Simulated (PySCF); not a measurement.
# Vanadium: a sound run and one with changed settings

Sound run: V²⁺ [Ar] 3d3, V³⁺ [Ar] 3d2. All numbers are calculated (PySCF 2.14, the non-relativistic Hamiltonian (point nucleus), in aug-cc-pVDZ). In the sound run the correlated levels freeze [Ar]. The sound run starts from symmetry-adapted Hartree-Fock orbitals and uses a fine grid where one is needed.

A second run was set up differently.

```
species  method  sound run (hartree)  changed run (hartree)  converged
    V²⁺     UHF           -942.18369             -942.18369        yes
    V²⁺  M06-2X           -943.08261             -943.08261        yes
    V²⁺    BP86           -943.21515             -943.21515        yes
    V²⁺     MP2           -942.19646             -942.19370        yes
    V³⁺     UHF           -941.13035             -940.66780         no
    V³⁺  M06-2X           -941.98976             -941.98976        yes
    V³⁺    BP86           -942.09993             -942.09993        yes
```

Ionisation energy of V²⁺:

```
method  sound run (eV)  changed run (eV)
M06-2X          29.738            29.738
  BP86          30.347            30.347
```

What was changed?
A. angular grid far too coarse
B. too few SCF iterations
C. level shift left on
D. all electrons correlated in a valence basis

C. It used initial guess minao, at most 50 SCF cycles, level shift 0.5 hartree. A level shift leaves the converged SCF energy unchanged but raises the virtual orbital energies, which shrinks MP2 if it is not removed.
